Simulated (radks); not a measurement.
P+, 14 electrons, occupied as [Ne] 3s2 3p2.

Method: non-relativistic Kohn-Sham, MS2 meta-GGA, spin-polarised, spherical densities, point nucleus; open shells are filled with parallel spins first; meta-GGA in the generalised Kohn-Sham scheme; computed with a radial shooting solver on a logarithmic mesh with Libxc functionals.

Energy parts (eV):
part                      energy
total                  -9275.926
kinetic                 9263.409
electron-nucleus      -21939.119
Hartree                 4022.029
exchange-correlation    -622.245

Orbitals (lengths in bohr, moments of r in powers of bohr):
| orbital | occ. | eigenvalue (eV) | <r^2> |
|---|---|---|---|
| 1s up | 1 | -2096.820 | 0.01450 |
| 1s down | 1 | -2096.562 | 0.01450 |
| 2s up | 1 | -187.7340 | 0.3192 |
| 2s down | 1 | -187.5876 | 0.3193 |
| 2p up | 3 | -136.4000 | 0.2948 |
| 2p down | 3 | -136.0523 | 0.2947 |
| 3s up | 1 | -24.9389 | 3.848 |
| 3s down | 1 | -22.0355 | 3.886 |
| 3p up | 2 | -15.2510 | 5.183 |
| 3p down | 0 | -12.7573 | 5.587 |

The highest occupied level is 3p up at -15.251 eV. The electron density at the nucleus is 2192 e/bohr^3. Virial ratio -V/T = 2.00135. Spin moment in Bohr magnetons: 2. The density falls to 0.001 e/bohr^3 at r = 3.80 bohr. For comparison, the ionisation energy in NIST's Atomic Spectra Database is 19.769 eV (semi-empirical). In exact Kohn-Sham theory the highest level is minus the ionisation energy, but local and semilocal functionals leave it too shallow, through self-interaction and a potential that decays too fast; potentials with the right tail come closer. Summed over all electrons, <r^2> = 20.54 bohr^2, which gives a Langevin (diamagnetic) susceptibility term of -16.3 x 10^-6 cm^3/mol. The spin density at the nucleus is -0.0743 e/bohr^3 (1s -0.1377, 2s 0.2262, 3s -0.1628), a Fermi contact field of -3.9 T.
